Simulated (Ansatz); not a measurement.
Reaction (ligand exchange at the Si–N bond): `CN([SiH3])CN` + `CBN[SiH3]` → `CBN([SiH3])[SiH3]` + `CNCN`

Calculated with Ansatz (gas phase, PBE0-D4/def2-TZVP geometries, no zero-point term in ΔE). CBS: MP2 limit from def2 TZ/QZ plus the TZ coupled-cluster correction, frozen cores. Functionals use def2-TZVPP. HSE06 is defined as in plane-wave codes. One conformer a species, not always the lowest.

`CN([SiH3])CN`:

```xyz
15

C     1.417   -0.230   -0.419
N     0.006    0.027   -0.254
Si   -1.016    0.188   -1.627
C    -0.532   -0.346    1.043
N    -0.086    0.437    2.167
H     1.752    0.094   -1.406
H     1.664   -1.298   -0.314
H     2.011    0.324    0.317
H    -0.339    1.069   -2.615
H    -2.298    0.785   -1.169
H    -1.341   -1.090   -2.334
H    -0.297   -1.397    1.267
H    -1.622   -0.268    0.987
H    -0.211    1.425    1.987
H     0.892    0.279    2.372
```

`CBN[SiH3]`:

Cartesian coordinates in Å:
```
C -1.095 0.572 -1.131
B 0.461 0.407 -1.040
N 1.097 -0.130 0.094
Si 0.342 -0.695 1.560
H -1.347 1.625 -1.303
H -1.660 0.233 -0.258
H -1.478 0.035 -2.006
H 1.156 0.745 -1.962
H 2.104 -0.196 0.061
H -0.411 0.390 2.240
H 1.428 -1.171 2.455
H -0.597 -1.815 1.292
```

`CBN([SiH3])[SiH3]`:

Z-matrix (Å, degrees):
```
C
B 1 1.563
H 1 1.096 2 109.2
H 1 1.090 2 116.3 3 122.9
H 1 1.096 2 109.1 3 -114.2
N 2 1.420 1 126.9 3 -122.4
H 2 1.211 1 117.7 3 57.7
Si 6 1.748 2 127.9 1 0.8
Si 6 1.755 2 114.1 1 -179.2
H 8 1.481 6 110.9 2 4.2
H 8 1.486 6 109.9 2 -116.7
H 8 1.486 6 109.3 2 124.7
H 9 1.484 6 111.0 2 -62.9
H 9 1.483 6 110.9 2 59.0
H 9 1.489 6 107.3 2 178.0
```

`CNCN`:

```xyz
12

C     1.159    0.709    0.487
N    -0.286    0.669    0.511
C    -0.849   -0.598    0.073
N    -0.806   -0.815   -1.350
H     1.517    0.654   -0.545
H     1.511    1.657    0.896
H     1.637   -0.111    1.049
H    -0.625    0.885    1.440
H    -0.348   -1.460    0.546
H    -1.894   -0.613    0.396
H     0.139   -0.982   -1.669
H    -1.154    0.004   -1.833
```

| level | ΔE (kJ/mol) |
| --- | --- |
| HSE06-D4 | 8.0 |
| CCSD(T)/def2-SVP | 10.5 |
| MP2/def2-QZVPP | 7.4 |
| SCS-MP2/def2-QZVPP | 7.2 |

Q: What does CCSD(T)/CBS give? (Estimate.)

A: Computed: +6.2 kJ/mol. The listed levels differ from it by 1.8, 4.3, 1.2, 1.0 kJ/mol.

Largest T1 diagnostic among the species: 0.012.

Leaving LDA and LC-ωPBE aside and taking each functional with its dispersion term where it has one, the values, not all of them listed here, spread over 3.7 kJ/mol, from PBE-QIDH to CAM-B3LYP-D4. At CCSD(T), def2-SVP lies +4.4 kJ/mol from the extrapolated value and def2-TZVPP +0.5 kJ/mol.

CCSD(T)/CBS has its own doubt, a few kJ/mol and more with outer-core shells, so smaller differences from it don't rank the levels.
